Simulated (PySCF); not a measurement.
## Electron correlation in Ba (barium, neutral)

Starting occupation: [Xe] 6s2. All numbers are calculated (PySCF 2.14, X2C-1e with screened-nucleus spin-orbit coupling, Gaussian nucleus, in x2c-TZVPall-2c (11s11p9d1f, 96 functions)). Frozen: [Kr] 4d10; 10 electrons correlated; the 24 highest virtual spinors left out.

MP2 pair energies summed by pair of shells (mhartree):

```
       pair  energy  share (%)
5p3/2-5p3/2  -48.01       26.1
5p1/2-5p3/2  -44.98       24.4
5p3/2-6s1/2  -20.43       11.1
5p3/2-5s1/2  -17.71        9.6
6s1/2-6s1/2  -15.97        8.7
5p1/2-5p1/2  -12.20        6.6
5p1/2-6s1/2   -9.11        4.9
5p1/2-5s1/2   -8.97        4.9
5s1/2-5s1/2   -5.43        2.9
5s1/2-6s1/2   -1.41        0.8
```

Total MP2 correlation energy: -184.23 mhartree.

This basis was not built for core-valence correlation, so the inner-shell part is incomplete.
